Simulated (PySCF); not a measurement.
## Computed properties of methyltin tribromide (CH3Br3Sn), SMILES [Br][Sn]([Br])([CH3])[Br]

methyltin tribromide (CH3Br3Sn), SMILES [CH3][Sn]([Br])([Br])[Br]. The structure is a stationary point at B3LYP-D3(BJ)/def2-SVP. The def2 effective core potentials stand for the cores of Sn; spin–orbit coupling is left out. One conformer was computed; it need not be the lowest. All values are computed for the isolated molecule unless a solvent is named; none is compared with measurement here.

**Structure.** The optimised structure has C3v symmetry. All 18 harmonic modes at B3LYP-D3(BJ)/def2-SVP (PySCF) are real, so it is a minimum. With heavy atoms numbered as in [CH3:1][Sn:2]([Br:3])([Br:4])[Br:5], the shortest bond between them is C1–Sn2 at 2.151 Å and the longest Sn2–Br5 at 2.505 Å.

**Vibrations.** The strongest infrared lines (harmonic, unscaled, degenerate partners summed) lie at 266 cm⁻¹ (87 km/mol, Br 52 %, Sn 47 %), 776 cm⁻¹ (84 km/mol, H 84 %, C 15 %), 227 cm⁻¹ (10 km/mol, Br 78 %, Sn 18 %). The softest mode is at 40 cm⁻¹ and the zero-point energy is 24.0 kcal/mol.

**Electronic structure.** PBE0/def2-TZVP (PySCF) places the frontier levels at -8.49 and -2.73 eV, a gap of 5.76 eV, and gives a dipole moment of 3.06 D and a mean polarisability of 114.8 bohr³. PBE/def2-TZVP (PySCF) at the same geometry gives -7.19 and -3.54 eV, so its gap is 2.11 eV narrower. An orbital gap is neither the optical nor the fundamental gap.

**Excitations.** TDA-B3LYP/def2-SVPD (PySCF) has S1 at 4.16 eV (298 nm, f = 0.000, dark); the most intense of the 10 singlets computed lies at 6.33 eV (f = 0.07). Strengths of degenerate partners are summed. T1 (TDA) is at 3.85 eV, 0.31 eV under S1. No vertical singlet excitation falls in the visible range (under 3.1 eV).
